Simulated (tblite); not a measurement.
Compound: C₆H₇F₂O (doublet state).
Structure used (GFN2-xTB), in Å, numbered top down from 1:
```xyz
16
C6H7F2O angstrom
F      3.212    0.700    0.663
C      2.078    0.527   -0.024
F      2.401   -0.228   -1.108
O      1.190   -0.097    0.777
C     -0.134   -0.164    0.279
C     -0.640   -1.089   -0.842
C     -1.803   -0.274   -0.260
C     -0.951    1.003   -0.302
C     -1.315   -0.569    1.166
H      1.739    1.509   -0.407
H     -0.628   -2.154   -0.640
H     -0.323   -0.859   -1.854
H     -1.221    1.804    0.378
H     -0.672    1.371   -1.285
H     -1.342   -1.599    1.501
H     -1.601    0.128    1.947
```

Computed values, GFN2-xTB/tblite, gas phase, harmonic and unscaled. This tight-binding method is rough: wavenumbers can miss measured ones by several per cent, in bad cases by 10 to 20. One conformer, not necessarily the lowest. Open shells enter through the occupations alone, without spin polarisation, and single modes of such species can be off by tens of per cent.

Harmonic wavenumbers (cm⁻¹): 25.2, 58.0, 143.6, 294.2, 344.0, 372.2, 489.7, 534.6, 541.6, 593.8, 717.6, 767.1, 791.8, 871.2, 920.2, 938.6, 970.9, 999.6, 1043.1, 1048.2, 1074.3, 1076.0, 1087.5, 1096.0, 1102.7, 1130.9, 1171.3, 1184.2, 1187.9, 1230.9, 1274.7, 1292.9, 1468.7, 1470.4, 1511.7, 2841.2, 3030.6, 3038.9, 3045.1, 3048.1, 3053.8, 3059.0.

A = 3831, B = 1091, C = 1008 MHz; mass 133.046 u (most abundant isotopes); point group C1, symmetry number 1; spin multiplicity 2.

**Question.** Zero-point energy?

**Answer.** ½Σν̃ = 25971 cm⁻¹ = 74.25 kcal/mol.

**Question.** What is S at 298.15 K and 1 bar for an ideal gas of classical rigid rotors and harmonic oscillators?

**Answer.** Translation 40.60, rotation 28.72, vibration 21.60, spin (R ln 2) 1.38: S = 92.3 cal/(mol K).

**Question.** And Cp and H(298.15 K) − H(0)?

**Answer.** Cp = 31.45 cal/(mol K), of which vibrations give 23.50 (their classical limit is 42 R = 83.5); H(298.15 K) − H(0) = 5.58 kcal/mol without the zero-point energy, 3.21 from vibrations.

**Question.** What must be added to the electronic energy to get the Gibbs energy at 298.15 K and 1 bar?

**Answer.** ZPE + [H(298.15 K) − H(0)] − T·S = 74.25 + 5.58 − 27.52 = 52.31 kcal/mol.

**Question.** How do the functions run with temperature in this model?

**Answer.** 
```csv
T (K),S (cal/(mol K)),Cp (cal/(mol K)),H − H(0) (kcal/mol),G − H(0) (kcal/mol),ln q(vib)
100,69.6,14.6,1.17,-5.79,1.92
200,81.8,21.9,2.97,-13.39,3.71
300,92.5,31.6,5.64,-22.11,5.48
500,113.1,49.5,13.85,-42.69,9.32
800,140.1,65.0,31.29,-80.80,15.30
1000,155.3,71.2,44.95,-110.38,19.13
```

q(vib) and H(0) count from the zero-point level.

Hindered rotation and anharmonicity are outside this model. Other conformers, if any are populated, would add a mixing term that is left out. The structure is chiral; the term R ln 2 for an equal mix with its mirror image is left out.
